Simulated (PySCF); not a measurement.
In(OH)(SiH3)2 (H₇InOSi₂), SMILES [OH][In]([SiH3])[SiH3].

Coordinates come from a PBE0-D3(BJ)/def2-SVP optimisation. The structure was generated by enumeration; whether it is a known compound was not checked. The def2 effective core potentials stand for the cores of In; spin–orbit coupling is left out. One conformer was computed; it need not be the lowest.

These are IEF-PCM-B3LYP/def2-SVP (PySCF 2.14.0) values and carry that method's errors.

The values are the electrostatic part of the solvation free energy, E(continuum) − E(gas) at the gas-phase geometry, in a cavity of scaled van der Waals radii (PySCF's table); cavitation and dispersion terms are not included. A continuum can't describe solvent molecules that bind to the metal. In vacuum the orbital gap is 4.85 eV. The dipole moment in vacuum is 1.55 D.

Estimate the values in water (ε = 78.36), ethylethanoate (ε = 5.99), dimethylsulfoxide (ε = 46.83). (The exact figures need the calculation; the answer reports its results.)


```json
[
 {"solvent": "water", "ε": "78.36", "ΔG(elec) (kcal/mol)": "-6.9", "dipole (D)": "2.14", "gap (eV)": "5.07"},
 {"solvent": "ethylethanoate", "ε": "5.99", "ΔG(elec) (kcal/mol)": "-5.2", "dipole (D)": "1.97", "gap (eV)": "5.01"},
 {"solvent": "dimethylsulfoxide", "ε": "46.83", "ΔG(elec) (kcal/mol)": "-6.8", "dipole (D)": "2.13", "gap (eV)": "5.07"}
]
```
